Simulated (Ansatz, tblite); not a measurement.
Forces on Li₃N⁻ at its PBE-D4/def2-TZVPD geometry. Total charge -1; doublet.

The xTB rows come from tblite. At PBE-D4/def2-TZVPD the highest occupied level of the charge -1 doublet lies above zero (up to 0.96 eV). It is a level of α spin, whose loss leaves a singlet; that state wasn't run at this geometry and level. The electron is either unbound and held by the finite basis, or the level is raised by self-interaction error. The structure comes from a short search, and lower isomers may exist.

GFN1-xTB (tblite), largest force 0.68 eV/Å:

```xyz
4
positions Å, forces eV/Å
Li    0.874   -1.058    1.095   -0.332    0.410   -0.435
Li    0.409    1.703   -0.089   -0.156   -0.665    0.021
Li   -1.258   -0.651   -1.034    0.498    0.258    0.391
N    -0.025    0.006    0.028   -0.010   -0.002    0.023
```

GFN2-xTB (tblite), largest force 0.04 eV/Å:

```
Li 0.022 -0.021 0.014
Li 0.013 0.033 -0.009
Li -0.020 -0.013 -0.028
N -0.015 0.001 0.023
```

PBE-D4/def2-TZVPD (Ansatz), largest force 0.01 eV/Å:

```
Li 0.003 -0.004 0.004
Li 0.003 0.008 0.000
Li -0.006 -0.004 -0.005
N -0.001 0.000 0.002
```
